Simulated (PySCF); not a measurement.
## How methods differ on the ionisation energy of Ba⁺

Ba⁺ [Xe] 6s1 (2S) → Ba²⁺ [Xe] (1S), as a difference of total energies. Calculation: PySCF 2.14, in aug-cc-pwCVTZ-X2C (11s10p8d4f, 109 functions); scalar relativity by spin-free X2C-1e. Correlated levels: valence and next inner shell: [Kr] 4d10 frozen. The calculations carry no spin-orbit coupling.

```
                                method  ionisation energy (eV)
                                   UHF                   9.368
                                   LDA                  10.318
                                   PBE                  10.132
                                  PBE0                  10.002
                                r2SCAN                   9.805
                                PBEsol                  10.086
                             BHandHLYP                   9.952
    MP2 (valence and next inner shell)                   9.905
SCS-MP2 (valence and next inner shell)                   9.802
```

Errors of the correlated levels include the incompleteness of this basis and the frozen core.

Which method comes closest to the reference value, and which is furthest?

The reference is 10.004 eV (measured; NIST Atomic Spectra Database, ionization energies). Closest: PBE0 (error -0.002 eV); furthest: UHF (error -0.636 eV).
